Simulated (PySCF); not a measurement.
## Dipole moment and polarisability of Si(vinyl)2F2

Compound: Si(vinyl)2F2, C4H6F2Si.
Cartesian coordinates in Å at the PBE0-D3(BJ)/def2-SVP level; atoms count from 1:
```xyz
13
C4H6F2Si angstrom
Si    -0.467    0.424   -0.472
C     -0.725    0.667    1.339
C     -1.442   -0.190    2.076
H     -0.266    1.532    1.835
H     -1.921   -1.068    1.629
H     -1.585   -0.052    3.153
C      1.288    0.262   -1.018
C      1.731   -0.829   -1.654
H      1.995    1.075   -0.808
H      1.064   -1.666   -1.886
H      2.774   -0.933   -1.974
F     -1.160    1.647   -1.278
F     -1.256   -0.921   -0.918
```

Level: CAM-B3LYP/def2-SVPD (PySCF), static field, nuclei fixed, core orbitals frozen in the response. The polarisability tensor in these axes (au):

```
x    70.66  -0.42 -15.26
y    -0.42  67.95   3.19
z   -15.26   3.19  75.23
```

Task: Diagonalise the tensor; give its mean and Δα, where Δα² is half the sum of the squared differences of the eigenvalues.

Result: Principal values 57.22, 67.90 and 88.72 au; mean 71.28 au = 10.56 Å³ = 11.75 × 10⁻⁴⁰ C²·m²/J; Δα = 27.75 au (39 % of the mean).

Task: What is the dipole moment, and where does it point?

Result: (1.92, -0.37, 1.71) D, 2.60 D in size, pointing from the negative to the positive side. Measured along this direction, the outermost atoms are F12 at the negative end and H6 and H11 at the positive end.

Task: What would n − 1 = 2πNα be for an ideal gas of these molecules at 500 K and 1 atm, electronic part alone?

Result: N = p/kT = 1.4678 × 10¹⁹ cm⁻³, so n − 1 = 2π × N × 10.56 × 10⁻²⁴ cm³ = 974 × 10⁻⁶ at long wavelengths, for an ideal gas.

Task: In TDDFT the mean static polarisability is Σ f/ω² over all singlet excitations (ω in hartree). How much of it do the 10 lowest give? Their energies (eV) and oscillator strengths: 6.37, 0.1180; 6.87, 0.3544; 7.02, 0.0315; 7.44, 0.1484; 7.71, 0.0135; 7.99, 0.1137; 8.10, 0.0687; 8.32, 0.0415; 8.42, 0.0219; 8.55, 0.0096.

Result: They add up to 13.20 au, 18.5 % of the 71.28 au; the largest single term is 5.55 au, from the state at 6.87 eV. Terms in order: 2.15, 5.55, 0.47, 1.99, 0.17, 1.32, 0.77, 0.44, 0.23, 0.10 au. Higher excitations give the rest. The strengths listed sum to 0.921.

Task: What depolarisation ratio follows for Rayleigh scattering of linearly polarised light, taking the static tensor?

Result: ρ = 3Δα²/(45ᾱ² + 4Δα²) = 2310.8/(228639 + 3081.1) = 0.00997.

Task: Estimate the molar refractivity from the static electronic polarisability.

Result: Lorentz–Lorenz: R = (4π/3)N_A α = 2.5225 cm³/(mol·Å³) × 10.56 Å³ = 26.6 cm³/mol, in the limit of long wavelengths.

Task: Find the Langevin capture rate constant for H3O+ (19.018 u) meeting this molecule (120.021 u), k = 2.342 × 10⁻⁹ cm³/s × √(α in Å³ / reduced mass in u).

Result: The reduced mass is 16.42 u, so k = 1.88 × 10⁻⁹ cm³/s. The formula leaves out the permanent dipole, which adds to the capture rate.

One conformer (not necessarily the lowest) at the PBE0-D3(BJ)/def2-SVP geometry, without solvent, vibrations or thermal averaging.

The run behind these numbers computed excited states and ΔSCF ions as well. On one thread of an Arm Neoverse V1, shared host, this took 3.2 min of wall time (grids of density and orbitals included) and 1.2 GiB of memory at its peak.
